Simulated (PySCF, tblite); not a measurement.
Isomers of C4H9FSi, one GFN2-xTB conformer each. Single-point energies are computed at PBE0/pcSseg-1 (PySCF, gas phase, no added dispersion term), electronic only.

```csv
SMILES,GFN2-xTB relative energy (kJ/mol)
FC[C@@H]1CC[SiH2]1,0.0
C=C(F)C[SiH2]C,20.7
```

Conformers: `[F:1][CH2:2][C@@H:3]1[CH2:4][CH2:5][SiH2:6]1` with F1–C2–C3–C4 64°, C2–C3–C4–C5 -136°, C3–C4–C5–Si6 13°, C4–C5–Si6–C3 -11°, C2–C3–Si6–C5 130°; `[CH2:1]=[C:2]([F:3])[CH2:4][SiH2:5][CH3:6]` with C1–C2–C4–Si5 -107°, C2–C4–Si5–C6 -179°.

**Question.** What does PBE0/pcSseg-1 give for the same structures?

**Answer.** 
| SMILES | PBE0/pcSseg-1 E (Eh) | PBE0/pcSseg-1 (kJ/mol) | GFN2-xTB (kJ/mol) | point group |
| --- | --- | --- | --- | --- |
| C=C(F)C[SiH2]C | -546.71260 | 0.0 | 20.7 | C1 |
| FC[C@@H]1CC[SiH2]1 | -546.69934 | 34.8 | 0.0 | C1 |

GFN2-xTB puts FC[C@@H]1CC[SiH2]1 lowest instead. As drawn, the lower has a C=C bond outside aromatic rings, which the higher lacks; the higher has a four-membered ring, which the lower lacks.

**Question.** Which frontier levels, dipoles and rotational constants go with these structures?

**Answer.** 
```json
{"SMILES": "C=C(F)C[SiH2]C", "HOMO (eV, PBE0/pcSseg-1)": "-7.05", "LUMO (eV)": "0.51", "dipole (D)": "2.06", "A, B, C (MHz)": "6341, 1350, 1259"}
{"SMILES": "FC[C@@H]1CC[SiH2]1", "HOMO (eV, PBE0/pcSseg-1)": "-7.91", "LUMO (eV)": "0.30", "dipole (D)": "1.70", "A, B, C (MHz)": "4419, 2170, 1834"}
```

**Question.** What happens when harmonic zero-point energies from GFN2-xTB frequencies are added?

**Answer.** 
| SMILES | ZPE (kJ/mol) | electronic (kJ/mol) | with ZPE (kJ/mol) |
| --- | --- | --- | --- |
| C=C(F)C[SiH2]C | 299.0 | 0.0 | 0.0 |
| FC[C@@H]1CC[SiH2]1 | 308.9 | 34.8 | 44.8 |

The zero-point energies span 9.9 kJ/mol. The order is unchanged.
